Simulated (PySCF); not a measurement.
Isomers of C2H8N2Si2, mass 116.023 u with the commonest isotopes. Theory: PBE0/def2-SVPD in PySCF (dipole) on a GFN2-xTB geometry, gas phase. One conformer each, none proved a minimum here; rigid rotors.

Question: Order these by rotational constant B, largest first.
A. `[NH2:1][Si@@H:2]1[N:3]=[CH:4][C@@H:5]1[SiH3:6]` with H–N1–Si2–N3 -103° and 35°
B. `[CH3:1][SiH2:2][NH:3][SiH2:4][C:5]#[N:6]` with C1–Si2–N3–Si4 -179°, Si2–N3–Si4–C5 179°
C. `[NH2:1][Si@@H:2]1[N:3]=[CH:4][C@H:5]1[SiH3:6]` with H–N1–Si2–N3 -108° and 27°

Answer: A (1941 MHz), C (1524 MHz), B (933.1 MHz).

Question: Order these by radius of gyration √(Σ m r²/M), largest first.
A. `[CH3:1][SiH2:2][NH:3][SiH2:4][C:5]#[N:6]` with C1–Si2–N3–Si4 -179°, Si2–N3–Si4–C5 179°
B. `[NH2:1][Si@@H:2]1[N:3]=[CH:4][C@@H:5]1[SiH3:6]` with H–N1–Si2–N3 -103° and 35°
C. `[NH2:1][Si@@H:2]1[N:3]=[CH:4][C@H:5]1[SiH3:6]` with H–N1–Si2–N3 -108° and 27°

Answer: A (2.312 Å), C (1.907 Å), B (1.821 Å).

Question: Order these by rotational constant C, smallest first.
A. `[CH3:1][SiH2:2][NH:3][SiH2:4][C:5]#[N:6]` with C1–Si2–N3–Si4 -179°, Si2–N3–Si4–C5 179°
B. `[NH2:1][Si@@H:2]1[N:3]=[CH:4][C@@H:5]1[SiH3:6]` with H–N1–Si2–N3 -103° and 35°
C. `[NH2:1][Si@@H:2]1[N:3]=[CH:4][C@H:5]1[SiH3:6]` with H–N1–Si2–N3 -108° and 27°

Answer: A (824.8 MHz), C (1278 MHz), B (1410 MHz).

| SMILES | point group | Ia (u·Å²) | Ib (u·Å²) | Ic (u·Å²) | κ | μa (D) | μb (D) | μc (D) |
| --- | --- | --- | --- | --- | --- | --- | --- | --- |
| N[Si@@H]1N=C[C@@H]1[SiH3] | C1 | 150.86 | 260.33 | 358.39 | -0.45 | 0.26 | 1.42 | 0.66 |
| C[SiH2]N[SiH2]C#N | near Cs | 86.06 | 541.60 | 612.76 | -0.96 | 3.57 | 1.02 | 0.07 |
| N[Si@@H]1N=C[C@H]1[SiH3] | C1 | 116.96 | 331.69 | 395.35 | -0.84 | 0.73 | 1.38 | 1.14 |
